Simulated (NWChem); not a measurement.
# C2H6FNSi; SMILES C(=N/CF)/[SiH3]

```xyz
11

F      1.1874     0.9917     0.0001
C      0.0103     1.7232     0.0013
N     -1.1682     0.9582     0.0005
C     -1.1654    -0.3129    -0.0002
Si     0.2931    -1.5592    -0.0009
H      0.0153     2.3678    -0.8949
H      0.0156     2.3655     0.8991
H     -2.1705    -0.7723    -0.0007
H      1.1293    -1.4447     1.2279
H     -0.3536    -2.9089    -0.0010
H      1.1283    -1.4442    -1.2304
```
Atoms are numbered in this order, from 1.

Results from NWChem. Coordinates come from a PBE0/def2-SVP optimisation. Isolated, static molecule.

GIAO at BHandHLYP/pcSseg-1: principal shieldings of C2 are 56.5, 76.2, 122.8 ppm; an isolated tetramethylsilane molecule has σ = 184.0 ppm at the same levels.

Q: Find the isotropic 13C shift, its principal values, the span and the skew.

A: 
1. σ(iso) = one third of the sum = 85.2 ppm.
2. δ = σ(reference) − σ = 98.8 ppm against tetramethylsilane.
3. δ11, δ22, δ33 = 127.5, 107.8, 61.2 ppm.
4. Span Ω = δ11 − δ33 = 66.3 ppm; skew κ = 3(δ22 − δ(iso))/Ω = 0.41.
